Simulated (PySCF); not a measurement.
Gallium cyanide, CGaN (singlet state).
Z-matrix (Å and degrees, PBE0-D3(BJ)/def2-SVP geometry), rows numbered from 1:
```
N 
C   1  1.1653
Ga  2  2.0763  1  179.49
```

Computed with PySCF, PBE0-D3(BJ)/def2-SVP geometry optimisation, gas phase.

Masses are those of the commonest isotopes; rigid-rotor values at the optimised geometry. 

Q: What are the moment of inertia and the rotational constant?

A: I = 146.796 u·Å², B = 505379 MHz·u·Å²/I = 3443 MHz (0.1148 cm⁻¹, or 0.165 K as hB/k).

Q: List the first levels of a rigid rotor in a Σ state.

A: E(J) = BJ(J+1): J = 1: 0.230, J = 2: 0.689, J = 3: 1.378, J = 4: 2.297, J = 5: 3.445, J = 6: 4.823 cm⁻¹.

Q: Where do the first rotational lines fall?

A: The dipole is 3.78 D; J+1 ← J lies at 2B(J+1): 1 ← 0 at 6.89 GHz, 2 ← 1 at 13.77 GHz, 3 ← 2 at 20.66 GHz, 4 ← 3 at 27.54 GHz, 5 ← 4 at 34.43 GHz, 6 ← 5 at 41.31 GHz.

Q: Estimate the classical rotational partition function at 10 K, 50 K and 500 K.

A: Point group C∞v, symmetry number σ = 1; q = kT/(σhB), k/h = 20836.6 MHz/K: 60.5 at 10 K, 303 at 50 K, 3030 at 500 K.

Stationary, but not proved a minimum. No vibrational averaging or centrifugal distortion is included, and the geometry carries the error of its method.
